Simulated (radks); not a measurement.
Task: These are the eigenvalues of the occupied orbitals of an atom or ion with whole-number occupations (eV). Method: non-relativistic Kohn-Sham, LB94 model potential, spin-polarised, spherical densities, point nucleus; computed with a radial shooting solver on a logarithmic mesh with Libxc functionals.

orbital  eigenvalue
1s down   -68973.61
1s up     -68973.39
2s up     -12584.17
2s down   -12582.27
2p up     -12139.01
2p down   -12138.05
3s down   -3955.563
3s up     -3955.458
3p up     -3749.484
3p down   -3748.854
3d up     -3366.764
3d down   -3364.392
4s up     -1734.756
4s down   -1727.598
4p up     -1644.850
4p down   -1637.840
4d up     -1483.491
4d down   -1477.224

Which element is it, and in what charge state? The configuration may be excited. Open shells, if any, are filled with parallel spins first.

Result: Z = 76, osmium, charge +34: Os34+ in [Kr] 4d6. The list shows which subshells hold electrons but not how many an open one holds; the 1s level, -2534.7 hartree, gives Z - s = 71.2 by -(Z - s)^2/2, which with screening narrows Z to a few neighbours, and the depths of the outer levels then fix element, charge and occupations together.
